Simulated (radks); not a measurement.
Results of a calculation; reference values are marked as such.
Question: Pb4+, 78 electrons, occupied as [Xe] 4f14 5d10 (the NIST ground configuration). Level of theory: Dirac Kohn-Sham, B86b exchange with PBE correlation, spin-unpolarised, spherical densities, finite nucleus; Fermi nuclear charge, rms radius 5.5012 fm (a radial shooting solver on a logarithmic mesh with Libxc functionals). Some entries of the table are withheld. Estimate them.

| orbital | occ. | eigenvalue (eV) | <r^2> (bohr^2) | r(max) (bohr) |
|---|---|---|---|---|
| 1s1/2 | 2 | -87966.25 | 0.0003575 | 0.009845 |
| 2s1/2 | 2 | -15755.22 | 0.005366 | 0.05738 |
| 2p1/2 | 2 | (1) | 0.003774 | 0.04198 |
| 2p3/2 | 4 | (2) | 0.004956 | 0.04969 |
| 3s1/2 | 2 | -3813.235 | 0.03477 | 0.1615 |
| 3p1/2 | 2 | -3533.358 | 0.03158 | 0.1504 |
| 3p3/2 | 4 | -3044.821 | 0.03792 | 0.1660 |
| 3d3/2 | 4 | -2582.245 | (3) | (4) |
| 3d5/2 | 6 | -2478.277 | (5) | (6) |
| 4s1/2 | 2 | -895.3809 | 0.1667 | 0.3628 |
| 4p1/2 | 2 | -773.9287 | 0.1691 | 0.3603 |
| 4p3/2 | 4 | -654.3551 | 0.2003 | 0.3919 |
| 4d3/2 | 4 | -455.9067 | (7) | 0.3832 |
| 4d5/2 | 6 | -433.5845 | (8) | 0.3927 |
| 5s1/2 | 2 | -184.9231 | 0.8175 | 0.7902 |
| 4f5/2 | 6 | -176.7524 | 0.2433 | (9) |
| 4f7/2 | 8 | -171.7190 | 0.2501 | (10) |
| 5p1/2 | 2 | -143.4377 | 0.9367 | 0.8284 |
| 5p3/2 | 4 | -121.0491 | 1.130 | 0.9052 |
| 5d3/2 | 4 | -63.2859 | 1.759 | 1.050 |
| 5d5/2 | 6 | -60.5623 | 1.871 | 1.081 |
| 6s1/2 | 0 | -47.9795 | 4.561 | 1.844 |
| 6p1/2 | 0 | -37.9002 | 5.869 | 2.077 |
| 6p3/2 | 0 | -34.6276 | 6.877 | 2.270 |

Answer: 
(1) 2p1/2 eigenvalue (eV): -15138.59
(2) 2p3/2 eigenvalue (eV): -12948.95
(3) 3d3/2 <r^2> (bohr^2): 0.02892
(4) 3d3/2 r(max) (bohr): 0.1289
(5) 3d5/2 <r^2> (bohr^2): 0.03064
(6) 3d5/2 r(max) (bohr): 0.1331
(7) 4d3/2 <r^2> (bohr^2): 0.2082
(8) 4d5/2 <r^2> (bohr^2): 0.2190
(9) 4f5/2 r(max) (bohr): 0.3477
(10) 4f7/2 r(max) (bohr): 0.3521
